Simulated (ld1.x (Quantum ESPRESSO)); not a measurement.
## N: variants of one TM potential

Base potential:

nitrogen, norm-conserving Troullier–Martins (Kleinman–Bylander form), made with ld1.x (Quantum ESPRESSO) 7.5 (PBEsol, scalar-relativistic). Core [He], reference 2s2 2p3. Waves: 2p (bound): rc 2.30 bohr; 2s (bound): rc 0.85 bohr. Local part: the s channel. Core correction: a·sin(br)/r model core inside 0.70 bohr.

All-electron outer shells of the reference configuration (PBEsol, scalar-relativistic, ld1.x):

```
shell  level (eV)  outermost node (bohr)  outermost maximum (bohr)
   1s     -383.09                      –                      0.15
   2s      -18.46                   0.32                      1.02
   2p       -7.04                      –                      0.98
```

Cutoffs, loose and tight: the cutoffs (Ry, on a coarse ladder) from which the occupation-weighted sum of valence levels, in a spherical-Bessel basis at the reference potential, stays within 10 and 1 mRy of its value at 400 Ry. They do not see the model core or the augmentation charge, which bear on the density cutoff. Test errors are all-electron minus pseudo excitation energies from the reference, over the configurations 2s2 2p2; 2s2 2p1; 2s2 2p0; 2s2 2p2.5; 2s1 2p3; 2s1 2p0; 2s2 2p3.3. A dash means not determined; rows that change the core or the reference have their own tests.

Cutoffs are not given where the Bessel-basis levels miss the radial ones by over 6 mRy, ghosts where they miss by over 20 mRy; a channel whose overlap is not positive is not tested.

A file whose overlap is not positive is unfit for use, and its test errors describe a broken file.

| change | outcome | cutoff, loose | cutoff, tight | bound ghosts | largest test error (meV) |
| --- | --- | --- | --- | --- | --- |
| base | generated | 55 Ry | 140 Ry | none | +3940 |
| wave 2s (bound): rc 0.85 bohr becomes 2s (bound): rc 0.56 bohr | generated | 260 Ry | 300 Ry | none | +4024 |
| local potential the p channel | generated | 55 Ry | 140 Ry | none | +3896 |
| functional PBE | generated | 55 Ry | 140 Ry | none | +4089 |
| wave 2p (bound): rc 2.30 bohr becomes 2p (bound): rc 2.80 bohr | generated | 55 Ry | 140 Ry | none | +7256 |
| core correction a·sin(br)/r model core inside 0.84 bohr | generated | 55 Ry | 140 Ry | none | +4002 |
| type PAW; waves now 2s (bound): rcut 0.75, rcutus 0.85 bohr; 2s channel at 1.5 Ry: rcut 0.75, rcutus 0.85 bohr; 2p (bound): rcut 2.00, rcutus 2.30 bohr; 2p channel at 1.35 Ry: rcut 2.00, rcutus 2.30 bohr; local potential all-electron potential smoothed inside 2.10 bohr (lloc = -1); augmentation BESSEL, radius 0.65 bohr | generated, overlap not positive | – | – | not determined (overlap not positive) | test run stopped at test 1 of 7 (negative rho) |
| wave 2s (bound): rc 0.85 bohr becomes 2s (bound): rc 1.12 bohr | generated | 45 Ry | 110 Ry | none | +3951 |
| wave 2p (bound): rc 2.30 bohr becomes 2p (bound): rc 3.04 bohr | generated | 55 Ry | 140 Ry | none | +8907 |

Problem. What comes out with this change to the base: reference 2s1.5 2p3.5?

Solution. outcome: generated; cutoff, loose: 50 Ry; cutoff, tight: 140 Ry; bound ghosts: none; largest test error (meV): +823.

Problem. What comes out with this change to the base: all radii but the core radius scaled by about 1.37 (s 1.16, p 3.16 bohr)?

Solution. outcome: generated; cutoff, loose: 40 Ry; cutoff, tight: 100 Ry; bound ghosts: none; largest test error (meV): +10142.
